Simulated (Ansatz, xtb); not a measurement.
## Two isomers of C3H8O2Si

Structure I is `OC1([SiH3])COC1`, a singlet and structure II is `O[C@@H]1CO[C@H]1[SiH3]`, a singlet. Both are isolated molecules in the gas phase, relaxed with B3LYP/def2-SVP; the shapes shown needn't be the lowest conformers.

I (Å):

```xyz
14

C    -0.6831   -0.0216   -0.1056
C    -0.6953    1.2464    0.7934
C    -1.2601    0.9569   -1.1667
O    -1.4752   -1.1170    0.2844
O    -1.0085    2.0857   -0.3231
Si    1.0444   -0.7431   -0.4969
H    -2.3682   -0.8046    0.4956
H     0.9337   -1.7373   -1.6012
H     1.6030   -1.3945    0.7212
H     1.9414    0.3719   -0.9200
H     0.2374    1.5513    1.3015
H    -1.5084    1.2091    1.5489
H    -2.3422    0.7817   -1.3445
H    -0.7563    1.0421   -2.1463
```

II (Å):

```xyz
14

C     0.4196   -0.0752    0.8849
C    -0.0612    1.3912    0.7998
C    -1.1022   -0.4085    0.8428
O     1.1861   -0.4920    1.9697
O    -1.4160    0.9814    0.5672
Si   -1.8053   -1.5643   -0.5001
H     0.7431   -0.2200    2.7861
H     0.9652   -0.3992   -0.0152
H     0.0587    1.9360    1.7588
H     0.3401    2.0166   -0.0162
H    -1.4587   -0.7114    1.8511
H    -3.2875   -1.4260   -0.5693
H    -1.4565   -2.9805   -0.1770
H    -1.2084   -1.1972   -1.8166
```

Energies in hartree; the thermal terms are from GFN2-xTB frequencies at re-optimised GFN2-xTB minima (ideal gas, soft modes damped towards free rotors, one conformer each, 298.15 K, 1 atm) and include the zero-point energy:

```
                              I           II
E, CCSD(T)/def2-SVP  −557.523331  −557.524610
    E, MP2/def2-SVP  −557.434998  −557.436006
  E, MP2/def2-TZVPP  −558.075563  −558.076606
  zero-point energy     0.101843     0.102361
       H(298 K) − E     0.110484     0.110938
       G(298 K) − E     0.070138     0.070437
```

**Question.** Correct the CCSD(T) difference for the basis set by the MP2 change, then work out ΔE, ΔE₀, ΔH and ΔG for I → II in kJ/mol (1 Eh = 2625.50 kJ/mol) and the equilibrium ratio [II]/[I].

**Answer.** 1. Differences II − I: CCSD(T) −0.001279, MP2 in the small set −0.001008, MP2 in the large set −0.001043 Eh.
2. ΔE = −0.001279 + (−0.001043 − (−0.001008)) = −0.001314 Eh = −3.45 kJ/mol.
3. ΔE₀ = ΔE + ΔZPE = −0.001314 + (+0.000518) Eh = −2.09 kJ/mol.
4. ΔH = ΔE + (+0.000454) Eh = −2.26 kJ/mol.
5. ΔG = ΔE + (+0.000299) Eh = −2.66 kJ/mol, so ΔS = (ΔH − ΔG)/T = +1.4 J/(mol K).
6. kT = 0.9442 mEh, so K = [II]/[I] = exp(−ΔG/kT) = exp(+1.08) ≈ 2.9.

The two are too close for this level to say which is favoured. An error of 4 kJ/mol in ΔG would change K by a factor of 5. Mirror images and further conformers aren't counted.

As drawn, both hold the same kinds of bond in the same numbers.

Other levels gave ΔE = −1.5 (GFN2-xTB); −3.2 (HF/STO-3G, GFN2-xTB geometries); −5.1 (r2SCAN-D4/def2-SVP, GFN2-xTB geometries); −7.0 (B3LYP/def2-SVP); −5.7 (HF/def2-SVP); −2.6 (MP2/def2-SVP); −3.4 (CCSD(T)/def2-SVP) kJ/mol. The correlated steps freeze 10 core orbitals. Programs: Ansatz 0.2.0, xtb 6.7.1.
